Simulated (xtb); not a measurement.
Cr(O)2(OH)2 (CrH₂O₄), SMILES [O]=[Cr](=[O])([OH])[OH], multiplicity 1. All values are semi-empirical tight-binding results from xtb (GFN2-xTB unless named), good for trends rather than for accurate numbers. The structure is a stationary point at GFN2-xTB. The spin state was assumed, not searched. Other conformers were not sampled.

Optimised geometry:

Bonded distances (Å): Cr1–O2 1.557, Cr1–O3 1.557, Cr1–O4 1.676, Cr1–O6 1.676, O4–H5 0.959, O6–H7 0.959. Angles (°): O2–Cr1–O3 109.0, O2–Cr1–O4 109.4, O2–Cr1–O6 109.4, O3–Cr1–O4 109.4, O3–Cr1–O6 109.4, O4–Cr1–O6 110.2, Cr1–O4–H5 167.6, Cr1–O6–H7 167.6.
Charge 0, spin multiplicity 1.

For metal compounds this method's bond lengths and energies can be far off.

Question: Estimate the properties. (An estimate is asked for; the answer gives what the named calculation found.)

Answer: 
| Quantity | Value |
|---|---|
| point group as xtb finds it | C2v |
| orbital gap | 3.74 eV |
| zero-point energy | 19.2 kcal/mol |
| G − E(el) at 298.15 K (modified RRHO) | 0.9 kcal/mol |

Question: Give the atomic charges and the Wiberg bond orders between heavy atoms. (Estimate from the structure and the level; the computed values follow.)

Answer: charges (e) Cr1 0.81, O2 -0.37, O3 -0.37, O4 -0.40, H5 0.36, O6 -0.40, H7 0.36. Bond orders Cr1–O2 2.14, Cr1–O3 2.14, Cr1–O4 1.33, Cr1–O6 1.33.
